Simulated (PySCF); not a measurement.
## Working out the electron affinity of Ga

Ga- [Ar] 3d10 4s2 4p2 (3P) → Ga [Ar] 3d10 4s2 4p1 (2P). Calculation: PySCF 2.14, in aug-cc-pwCVTZ-PP with ECP10MDF (8s7p6d4f1g, 96 functions); a scalar-relativistic core potential. Frozen: nothing. Energies in hartree (1 hartree = 27.21139 eV):

```csv
part,Ga- (lower),Ga (upper)
UHF,-258.299798,-258.302207
MP2 opposite-spin,-0.565320,-0.561184
MP2 same-spin,-0.275301,-0.267971
```

What does Hartree-Fock give?

(-258.302207) − (-258.299798) = -0.002409 hartree = -0.066 eV.

What do MP2 and SCS-MP2 (6/5 opposite-spin, 1/3 same-spin) give?

The opposite-spin parts differ by 0.113 eV and the same-spin parts by 0.199 eV. MP2: -0.066 + (0.113) + (0.199) = 0.246 eV. SCS-MP2: -0.066 + 1.2 × (0.113) + (0.199)/3 = 0.136 eV.

Reference: 0.301 eV (measured; photodetachment measurements, as compiled on the Wikipedia data page of electron affinities), between the lowest levels; spin-orbit coupling is absent from the calculation.

What remains against the reference includes basis incompleteness and correlation beyond second order.
